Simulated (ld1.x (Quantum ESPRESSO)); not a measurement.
Ti, TM: configuration errors across variants

ld1.x (Quantum ESPRESSO) 7.5 input, shortened:

```
&input
   title='Ti', zed=22., rel=1, dft='PZ', iswitch=3,
   config='[Ar] 3d2 4s2 4p0'
 /
 &inputp
   pseudotype=2, tm=.true., lloc=2,
   nlcc=.true., new_core_ps=.true., rcore=1.25
 /
3
4S  1  0   2.00   0.00  2.50  2.50  0.0
4P  2  1   0.00   0.00  3.95  3.95  0.0
3D  3  2   2.00   0.00  2.15  2.15  0.0
 &test
   configts(1)='3d2 4s2 4p0'
 /
```

All-electron excitation energies from the reference (eV): (1) 3d2 4s1 4p0 7.536; (2) 3d2 4s0 4p0 21.336; (3) 3d1 4s0 4p0 48.525; (4) 3d3 4s1 4p0 1.060; (5) 3d2.5 4s1.5 4p0 0.324; (6) 3d2 4s1 4p1 3.136; (7) 3d2 4s2 4p0 spin -0.670; (8) 3d2 4s1 4p0 spin 6.292.

Spin tests fill each open shell by Hund’s rule, majority spin first.

Tests that are not counted but printed errors over 1 eV. “base”: 3d1 4s2 4p1 (solver errors, printed error -82.9 eV). “wave 4p (bound): rc 3.95 bohr becomes 4p (bound): rc 4.80 bohr”: 3d1 4s2 4p1 (solver errors, printed error -86.2 eV). “wave 4s (bound): rc 2.50 bohr becomes 4s (bound): rc 3.88 bohr”: 3d1 4s2 4p1 (solver errors, printed error -2.6 eV). “core correction Bessel-smoothed model core inside 1.48 bohr”: 3d1 4s2 4p1 (solver errors, printed error -86.2 eV). “all radii but the core radius scaled by about 0.93 (s 2.34, p 3.68, d 2.00 bohr)”: 3d1 4s2 4p1 (solver errors, printed error -86.4 eV).

4 further variants failed, have other tests or another functional or relativity, and are left out.

A true bound ghost makes a file unfit for plane-wave use even where its test errors are small: the radial tests pick states by their node count and pass the ghost by. Where a test does run into it, the solver fails or the error is huge.

Errors AE − PS in meV (a dash: test not solved or not reliable):

| change | (1) | (2) | (3) | (4) | (5) | (6) | (7) | (8) | bound ghosts |
| --- | --- | --- | --- | --- | --- | --- | --- | --- | --- |
| base | -3.1 | -33 | -394 | -123 | -38 | -0.9 | +37 | +40 | s, p |
| wave 4p (bound): rc 3.95 bohr becomes 4p (bound): rc 4.80 bohr | -3.1 | -33 | -394 | -123 | -38 | +1.8 | +37 | +40 | s, p |
| wave 4s (bound): rc 2.50 bohr becomes 4s (bound): rc 3.88 bohr | -7.1 | -100 | -755 | -59 | -18 | -8.7 | +38 | +42 | s, p |
| core correction Bessel-smoothed model core inside 1.48 bohr | -3.1 | -33 | -393 | -122 | -38 | -0.9 | +45 | +50 | s, p |
| wave 3d (bound): rc 2.15 bohr becomes 3d (bound): rc 2.70 bohr | -4.3 | -38 | -236 | -78 | -22 | +0.2 | +70 | +87 | s |
| all radii but the core radius scaled by about 0.93 (s 2.34, p 3.68, d 2.00 bohr) | -3.0 | -33 | -438 | -125 | -40 | -1.5 | +29 | +30 | s, p |

Q: Give the same row for: wave 4s (bound): rc 2.50 bohr becomes 4s (bound): rc 2.40 bohr.

A: -3.0, -33, -401, -121, -38, -0.9, +37, +40; bound ghosts: s, p. Not counted: 3d1 4s2 4p1 (solver errors, printed error -2.7 eV).
